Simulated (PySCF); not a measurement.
## 2-tert-butylfuran: 4 charge schemes on one density

Compound: 2-tert-butylfuran, C₈H₁₂O.
Numbering: `[CH3:1][C:2]([CH3:3])([CH3:4])[c:5]1[cH:6][cH:7][cH:8][o:9]1` (hydrogens: H10, H11, H12 on C1; H13, H14, H15 on C3; H16, H17, H18 on C4; H19 on C6; H20 on C7; H21 on C8)

Structure used (PBE0-D3(BJ)/def2-SVP), in Å, numbered top down from 1:
```
atom  x, y, z in Å
C1    -1.796   -1.188   -0.236
C2    -1.048    0.065    0.241
C3    -1.549    1.290   -0.522
C4    -1.277    0.259    1.747
C5     0.421   -0.111   -0.014
C6     1.346    0.568   -0.757
C7     2.591   -0.118   -0.580
C8     2.327   -1.159    0.256
O9     1.021   -1.159    0.600
H10   -2.876   -1.088   -0.044
H11   -1.434   -2.084    0.289
H12   -1.651   -1.345   -1.316
H13   -1.399    1.175   -1.606
H14   -2.626    1.431   -0.343
H15   -1.029    2.204   -0.196
H16   -2.351    0.376    1.960
H17   -0.906   -0.607    2.314
H18   -0.753    1.156    2.112
H19    1.163    1.453   -1.361
H20    3.554    0.134   -1.019
H21    2.937   -1.952    0.679
```

Density: PBE0/pcSseg-1 (PySCF); schemes: Mulliken, IAO, Hirshfeld and ESP-fitted. Isolated species at its PBE0-D3(BJ)/def2-SVP geometry, gas phase.

Question: Atoms with like bonding are taken together and averaged. For which atoms does the sign change between the 4 schemes (beyond +0.03 e in one, beyond −0.03 e in another)?

Answer: C2 and C8. Atomic charges aren't observables, and each scheme defines them in its own way.

Question: Which atoms carry the lowest charge in the Mulliken, IAO, Hirshfeld and ESP-fitted schemes?

Answer: The schemes don't all agree: Mulliken C2 (-0.593); IAO C1/C3/C4 (-0.405); Hirshfeld C1/C3/C4 (-0.117); ESP-fitted C1/C3/C4 (-0.465).

Question: What partial charge does each atom carry?

Answer: In e; atoms taken as equivalent share a row and are averaged (×n: the atom named and its like, n in all):

| atom | environment | Mulliken | IAO | Hirshfeld | ESP-fitted |
| --- | --- | --- | --- | --- | --- |
| C1/C3/C4 | methyl carbon | -0.159 | -0.405 | -0.117 | -0.465 |
| C2 | benzylic-type carbon | -0.593 | +0.043 | +0.021 | +0.379 |
| C5 | substituted aromatic carbon | +0.339 | +0.160 | +0.067 | +0.224 |
| C6 | aromatic CH carbon | -0.185 | -0.238 | -0.097 | -0.327 |
| C7 | aromatic CH carbon | -0.160 | -0.220 | -0.095 | -0.231 |
| C8 | aromatic CH next to a ring oxygen | +0.146 | -0.003 | -0.003 | -0.145 |
| O9 | furan-type oxygen | -0.398 | -0.243 | -0.054 | -0.143 |
| H10 (×9) | methyl hydrogen | +0.117 | +0.137 | +0.038 | +0.118 |
| H19 | aromatic hydrogen | +0.080 | +0.158 | +0.052 | +0.194 |
| H20 | aromatic hydrogen | +0.096 | +0.161 | +0.055 | +0.189 |
| H21 | aromatic hydrogen | +0.099 | +0.168 | +0.062 | +0.192 |

Mean size of the charges over all atoms: ESP-fitted 0.213 e, IAO 0.183 e, Mulliken 0.173 e, Hirshfeld 0.057 e. Each set sums to the total charge, 0, to within 0.001 e. The ESP scheme fits charges at the nuclei, held to the total charge, to the electrostatic potential on points at 1.4 to 2.0 times the van der Waals radii.

Some averages cover members that differ in this geometry: C1/C3/C4, ESP-fitted -0.533 to -0.430; H10 (×9), ESP-fitted +0.103 to +0.153 e.

Question: How closely do the schemes follow one another over all atoms?

Answer: Correlation coefficient and root-mean-square difference: IAO with Hirshfeld 0.99, 0.147 e; Hirshfeld with ESP-fitted 0.94, 0.187 e; IAO with ESP-fitted 0.93, 0.093 e; Mulliken with IAO 0.63, 0.181 e; Mulliken with Hirshfeld 0.61, 0.178 e; Mulliken with ESP-fitted 0.35, 0.263 e.

Question: Sum the charges by element, for elements with more than one atom.

Answer: 
```
element  atoms  Mulliken     IAO  Hirshfeld  ESP-fitted
      C      8    -0.929  -1.474     -0.457      -1.496
      H     12    +1.328  +1.718     +0.512      +1.639
```

Question: How many electrons does the Hirshfeld scheme count on O9?

Answer: Z − q = 8 − (-0.054) = 8.054.

These values come from a run that also computed NMR shieldings. Time: 37 s wall. Hardware: one thread, Arm Neoverse V1 (shared host).
